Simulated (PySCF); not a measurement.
Spectrum to structure. Method: PySCF 2.14.0, density-fitted response routines, TDDFT PBE0/def2-SVPD, vertical, gas phase, core orbitals frozen in the response. Geometries: GFN2-xTB, one conformer each.

```
state  E (eV)       f
   S1    4.31  0.0003
   S2    4.93  0.0014
   S3    5.35   0.103
   S4    5.55  0.0041
   S5    5.67   0.062
   S6    6.31  0.0085
   S7    6.40   0.214
   S8    6.87  0.0019
```

Triplets computed (Tamm–Dancoff): 3.42, 3.71, 4.74 eV.

Question: Which structure fits? All have the formula C7H7FO.
A. `C#C/C=C(/F)[C@@H](C)C=O`
B. `COc1cccc(c1)F`
C. `C1[C@@H]2[C@@]3(F)[C@@H]2[C@@]3(CO)C=1`

Answer: A. Its S1, at 4.31 eV, is the lowest among the candidates; the nearest of the others has S1 at 5.24 eV. S1 is HOMO-1→LUMO+1 (41%), HOMO-1→LUMO (34%), HOMO→LUMO+1 (12%). Löwdin shares by element: HOMO carbon 76% or more (atoms not listed hold the other 24%); LUMO carbon 48% or more, oxygen 13% (atoms not listed hold the other 39%). At the same level the other candidates give, for their lowest levels:
- `OC[C@@]12C=C[C@H]3[C@@H]1[C@]32F`: 5.86 eV (f 0.041); 6.02 eV (f 0.030); 6.45 eV (f 0.013); 6.80 eV (f 0.004); 6.91 eV (f 0.013); T1 3.76 eV; HOMO -6.98, LUMO -0.26 eV
- `COc1cccc(F)c1`: 5.24 eV (f 0.028); 5.97 eV (f 0.092); 6.42 eV (f 0.008); 6.82 eV (f 0.370); 6.84 eV (f 0.003); T1 4.08 eV; HOMO -6.68, LUMO -0.31 eV

The values belong to the conformer `[CH:1]#[C:2]/[CH:3]=[C:4](/[F:5])[C@@H:6]([CH3:7])[CH:8]=[O:9]`: C3–C4–C6–C7 -82°, C4–C6–C8–O9 -141°.
